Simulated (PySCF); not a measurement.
The PySCF input:
```python
from pyscf import gto, scf, dft

mol = gto.M(
    atom='''
Cl   -1.539468   -1.666781   -0.108212
B    -0.800127   -0.077470   -0.064743
Cl   -1.826157    1.340912   -0.164120
B     0.800127    0.077470    0.064743
Cl    1.826157   -1.340912    0.164120
Cl    1.539468    1.666781    0.108212
''',
    basis='aug-cc-pvdz',
    charge=0,
    spin=2,
    verbose=4,
)

mf = dft.UKS(mol)
mf.xc = 'b3lyp'
mf = mf.density_fit(auxbasis='def2-universal-jkfit')
mf.kernel()
mf.analyze()
```

Q: What does this run give for the total energy, dipole moment, HOMO energy, <S^2>, nuclear repulsion energy?

A: 
| Item | Result |
|---|---|
| total energy | -1890.620844 Ha |
| dipole moment | 0.00 D |
| HOMO energy | -5.70 eV |
| <S^2> | 2.004 |
| nuclear repulsion energy | 431.0674 Eh |

These values belong to the state on which the SCF converged, which isn't shown to be the lowest.

Q: Roughly what does it cost on one core?

A: around 14 core-seconds (rough).
